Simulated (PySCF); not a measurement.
PySCF job for 1-butanol (C4H10O), SMILES CCCCO, SMD-B3LYP/def2-SVP. Geometry: TPSSh-D3(BJ)/def2-SVP. The values are those of a single conformer.

```python
import numpy as np
from pyscf import gto, scf, dft
from pyscf.solvent import smd

mol = gto.M(
    atom='''
    C    -0.29514280    2.51612656   -0.00000000
    C     0.52735111    1.22731789   -0.00000000
    C    -0.33718187   -0.03505865   -0.00000000
    C     0.47431574   -1.32098551   -0.00000000
    O    -0.42835838   -2.41329168    0.00000000
    H    -0.94473591    2.57161926    0.88899828
    H     0.35244230    3.40700756   -0.00000000
    H    -0.94473592    2.57161926   -0.88899827
    H     1.19243700    1.21561048   -0.88244240
    H     1.19243701    1.21561048    0.88244240
    H    -0.99868295   -0.04313740   -0.88372715
    H    -0.99868294   -0.04313740    0.88372716
    H     1.13517589   -1.34145183   -0.89161450
    H     1.13517590   -1.34145183    0.89161449
    H     0.08998353   -3.23035694    0.00000000
    ''',
    basis='def2-SVP',
    charge=0,
    spin=0,
    max_memory=1600,
    verbose=3,
)
mf = dft.RKS(mol, xc='b3lyp').density_fit(auxbasis='def2-universal-jkfit')
mf.grids.level = 3
mf.conv_tol = 1e-9
mf.max_cycle = 100
mf.kernel()
res = {}
for name in ['water', 'cyclohexanone', 'chloroform']:
    s = mf.SMD()
    s.with_solvent.solvent, s.with_solvent.sasa_ng = name, 194
    s.kernel(mf.make_rdm1())
    res[name] = (s.e_tot, s.with_solvent.get_cds(), s.dip_moment(), s.mo_energy, s.converged)
    print(f'SMD {name}: dG(solv) = {(s.e_tot - mf.e_tot) * 627.509474:.3f} kcal/mol, of which CDS {res[name][1] * 627.509474:.3f}')
```

Output:

```
converged SCF energy = -233.494548857566
converged SCF energy = -233.499963600261
Dipole moment(X, Y, Z, Debye):  2.01843, -0.28565, -0.00000
SMD water: dG(solv) = -3.398 kcal/mol, of which CDS 2.934
converged SCF energy = -233.501321113147
Dipole moment(X, Y, Z, Debye):  1.77253, -0.27247, -0.00000
SMD cyclohexanone: dG(solv) = -4.250 kcal/mol, of which CDS -1.645
converged SCF energy = -233.502438858264
Dipole moment(X, Y, Z, Debye):  1.72575, -0.28507, -0.00000
SMD chloroform: dG(solv) = -4.951 kcal/mol, of which CDS -2.124
```

The calculation finished and met its thresholds.

Cost: very roughly 90 core-seconds.
